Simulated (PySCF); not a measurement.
ClHSi, neutral, multiplicity 1. Atoms are numbered in the order given.

```xyz
3

Si     0.1114     1.1050     0.0000
H     -1.4186     1.3137     0.0000
Cl    -0.0083    -0.9873     0.0000
```

Geometry optimised at PBE-D3(BJ)/def2-TZVP. The isomer is the one that the SMILES or the coordinates give; other isomers of the formula were not compared.

All values below come from HF/def2-TZVPD (PySCF).

Symmetry labels are those of the subgroup Cs that the program uses (full group Cs).

List the valence orbital energies around the gap with their symmetry. (An estimate is asked for; the answer gives what the named calculation found.)


```csv
orbital,symmetry,energy (eV)
HOMO−7,A',-116.65
HOMO−6,A',-116.61
HOMO−5,A',-29.79
HOMO−4,A',-18.26
HOMO−3,A',-14.11
HOMO−2,A",-13.01
HOMO−1,A',-12.84
HOMO,A',-9.56
LUMO,A",0.12
LUMO+1,A',1.73
LUMO+2,A',2.09
LUMO+3,A',2.54
```
